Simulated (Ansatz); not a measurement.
A run for Ansatz (a first-principles code): R-CCSD(T)/cc-pVDZ on C2H4F2 (SMILES FCCF).

Ansatz 0.2 input:
```yaml
crystal:
  periodic: [false, false, false]
  atoms:
    - {symbol: F, position_ang: [-1.35402616, 0.84892265, -0.75128824]}
    - {symbol: C, position_ang: [-0.74357121, -0.10784746, 0.05256858]}
    - {symbol: C, position_ang: [0.75184728, -0.00695456, -0.04396725]}
    - {symbol: F, position_ang: [1.21049641, 1.13579064, 0.60257982]}
    - {symbol: H, position_ang: [-1.06857493, -1.09458869, -0.28965973]}
    - {symbol: H, position_ang: [-1.07644075, 0.05362417, 1.08003850]}
    - {symbol: H, position_ang: [1.21098140, -0.87530023, 0.43725813]}
    - {symbol: H, position_ang: [1.06918796, 0.04635349, -1.08752982]}
basis:
  gaussian:
    orbitals: cc-pVDZ
magnetization: {spin_polarized: false}
correlation: {method: ccsd_t, electrons: outside_noble_gas}
scf: {lower_state_search: off}
```

Program output:

```
WARN ansatz: RAYON_NUM_THREADS=4 ignored (pool sized by the plan → 4); use --threads N
Functional definition: HF
these checks for a lower state are left out or cut short: stability, starts, cluster_reference, orbital_swaps, neighbouring_geometries, increment
integrals: 0.05 GiB planned
688 factors; integrals over basis functions are off by at most 1.1e-3 eV
mean field: 0.15 GiB planned
mean field evaluation 1: about -7533.8640 eV, gradient 2.9e1 eV
mean field evaluation 2: about -7534.0250 eV, gradient 2.9e1 eV
mean field evaluation 4: about -7535.8743 eV, gradient 3.2e0 eV
mean field evaluation 8: about -7535.9069 eV, gradient 8.2e-2 eV
mean field -7535.90694306 eV, -276.9394721364 hartree, gradient 5.8e-6 eV, S^2 0.000000; 0 other end points of the search recorded, 0 dependent functions left out
4 core orbitals not correlated
reference -7535.90694306 eV, -276.9394721364 hartree; 13, 13 occupied and 59, 59 virtual orbitals, 688 factors
second order -17.68062606 eV of doubles, -0.00000000 eV of singles
coupled cluster: 0.20 GiB planned
cycle   1  -18.09121957 eV  change   -4.1e-1 eV  update   8.4e-2
cycle   2  -18.48149948 eV  change   -3.9e-1 eV  update   2.3e-2
cycle   3  -18.58083423 eV  change   -9.9e-2 eV  update   1.2e-2
cycle   4  -18.57701765 eV  change    3.8e-3 eV  update   2.1e-3
cycle   5  -18.57669024 eV  change    3.3e-4 eV  update   8.5e-4
cycle   6  -18.57705889 eV  change   -3.7e-4 eV  update   2.3e-4
cycle   7  -18.57697864 eV  change    8.0e-5 eV  update   7.8e-5
cycle   8  -18.57692750 eV  change    5.1e-5 eV  update   2.5e-5
cycle   9  -18.57692545 eV  change    2.1e-6 eV  update   8.4e-6
perturbative correction -0.38707558 eV, -0.0142247651 hartree
Total energy: -7554.87094409 eV, -277.6363863200 hartree
Checks for a lower state left out: stability, starts, cluster_reference, orbital_swaps, neighbouring_geometries, increment
```

The calculation finished and met its thresholds.

Cost: very roughly 1.9 core-seconds.
